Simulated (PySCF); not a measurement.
Na(F) cation (FNa), SMILES [F][Na] (connectivity only; charge and spin as stated), charge +1, multiplicity 2.

Geometry optimised at PBE0-D3(BJ)/def2-TZVPD. The multiplicity is an assumed one; other spin states were not compared.

All values below come from PBE0/def2-TZVPD (PySCF).

```
Property                                                            Value
------------------------------------------------  -----------------------
total energy                                           -261.66448 hartree
point group                                                           C∞v
α spin, highest occupied and lowest empty level       -19.26 and -6.28 eV
β spin, highest occupied and lowest empty level      -18.38 and -12.50 eV
dipole moment about the centre of nuclear charge                   4.87 D
⟨S²⟩                                              0.752 (pure state 0.75)
```
